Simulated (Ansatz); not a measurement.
Problem. Name a neutral molecule of F, Ga, N and H with LUMO energy (ωB97M-V/def2-TZVPP) between 0.20 and 0.50 eV and size of the dipole moment (B3LYP/def2-TZVPP) between 3.00 and 3.30 D (Ansatz, PBE0-D4/def2-TZVP geometry).

Solution. `[F][Ga]([F])[NH][GaH2]` (0.24 eV, 3.22 D). Other molecules can fit too; these were computed, each in one conformer that needn't be the lowest.

B3LYP here is the variant with VWN-RPA as its local correlation; programs differ in this.
